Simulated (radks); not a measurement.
Values are calculated unless marked as measured or tabulated.
The table gives one normalised radial function P(r) = r R(r) of Ge13+ in [Ar] 3d1 (r in bohr). Code: a radial shooting solver on a logarithmic mesh with Libxc functionals. Model: scalar-relativistic Kohn-Sham, PBE, spin-polarised, spherical densities, finite nucleus; open shells are filled with parallel spins first; Fermi nuclear charge, rms radius 4.0742 fm.

r,P
0.002753,0.0081
0.003444,0.0123
0.004309,0.0186
0.00539,0.0281
0.006744,0.0423
0.008437,0.0636
0.01056,0.0951
0.01321,0.1412
0.01652,0.2077
0.02067,0.3021
0.02586,0.4328
0.03235,0.6084
0.04047,0.8354
0.05063,1.1142
0.06386,1.4453
0.07989,1.7760
0.09995,2.0667
0.125,2.2497
0.1564,2.2569
0.1957,2.0494
0.2448,1.6480
0.3063,1.1427
0.3832,0.6621
0.4794,0.3078
0.5998,0.1090
0.7504,0.0276
0.9388,0.0046
1.175,0.0005
1.469,0.0000
1.838,0.0000

Which n and l does it have? It may be an empty orbital.

Answer. n = 2, l = 1: the number of nodes gives n - l - 1 = 0, the rise at small r (about r^(l+1)) gives l, and the extent must fit the shell. The curve is that of 2p up; the table hardly tells the two spins apart. 2p up: eigenvalue -1617.0 eV, 0 radial nodes, <r> = 0.183 bohr, 90 % of the charge inside 0.299 bohr.
